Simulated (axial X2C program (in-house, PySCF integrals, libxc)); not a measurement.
## Worked dissociation energy of BiH⁺: MP2, scalar-relativistic

Computed with an in-house relativistic program for diatomic molecules. Spin-free means the one-electron spin-free X2C Hamiltonian. Basis: Bi dyall-cv3z [12s14p10d6f1g], H dyall-v3z [6s2p1d] (cores contracted in-house); Gaussian nuclei, density fitting, unrestricted open shells. Masses: Bi 208.980 u, H 1.008 u.

Molecular state: M_S = 1/2, Λ = 1 (beyond evenly filled blocks: π+α).

Correlated methods: 15 electrons correlated (number of frozen shells: Bi 5 s, 4 p, 2 d, 1 f; H none), 181 virtual spin orbitals or spinors in MP2.

* E(Bi+) (2M_S = 2, M_L = 1): -21529.665534 hartree
* E(H) (2M_S = 1, M_L = 0): -0.500004 hartree
* E(BiH⁺) at Re: -21530.249261 hartree
* ωe: 1960.2 cm⁻¹

**Question.** Work out De and D0.

**Answer.** De = -21529.665534 + (-0.500004) − (-21530.249261) = 0.08372 hartree = 2.278 eV. The zero-point energy is ωe/2 = 980 cm⁻¹ = 0.122 eV, so D0 = 2.157 eV.

The state is one determinant whose occupation by symmetry is held fixed; it was picked as the lowest of a PBE0 search that is not exhaustive. De is counted from the lowest determinant-based energies of the atoms at the same level, without counterpoise correction. The determinant is spin-polarised beyond a pure state at some levels (its spin-free form has ⟨S²⟩ too high), which makes Re and μ there less reliable. Spin-free De lacks the spin–orbit lowering of the heavy p-block atom, a tenth of an eV or more for 4p and 5p, up to an eV for 6p and one to two eV for 7p atoms, less what an open-shell molecule gains itself.

Each atomic determinant is the lowest at this level and need not be a pure term. Totals compare only within one Hamiltonian and basis.
